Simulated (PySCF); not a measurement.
A structure optimised at B3LYP-D3(BJ)/def2-SVP, used in a PySCF frequency run:

```xyz
5

Os     0.0000     0.0000     0.0000
O     -0.9851     0.9851    -0.9851
O      0.9851     0.9851     0.9851
O      0.9851    -0.9851    -0.9851
O     -0.9851    -0.9851     0.9851
```
Charge 0, spin multiplicity 1.

Write its SMILES, formula and point group.

[O]=[Os](=[O])(=[O])=[O], O₄Os, Td

What are its rotational constants (standard atomic weights)?

4.0691, 4.0691, 4.0691 GHz
